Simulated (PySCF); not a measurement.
## A series of related molecules

Level of theory: PySCF 2.14.0, TDDFT PBE0/def2-SVPD circular dichroism and optical rotation, one conformer, gas phase. Geometry: GFN2-xTB.

Each molecule in one low-energy conformer. The parent is C=C[C@@H]1C=C(F)[C@@H]1Cl.

The molecule is flexible and this is one conformer; a measurement averages over conformers.

How does the specific rotation at 589.3 nm (origin-invariant length gauge) change along this series?
- C=C[C@@H]1C=C(F)[C@@H]1Cl (base)
- C=C[C@H]1C=C(F)[C@@H]1Cl (diastereomer)


```tsv
molecule	[α]589 (deg dm⁻¹ (g/mL)⁻¹)	S1 (eV)	R(S1), velocity form (10⁻⁴⁰ esu² cm²)
C=C[C@@H]1C=C(F)[C@@H]1Cl	+127.4	6.11	-0.9
C=C[C@H]1C=C(F)[C@@H]1Cl	+422.2	6.08	+3.4
```
The specific rotation at 589.3 nm (origin-invariant length gauge) is lowest for C=C[C@@H]1C=C(F)[C@@H]1Cl and highest for C=C[C@H]1C=C(F)[C@@H]1Cl.
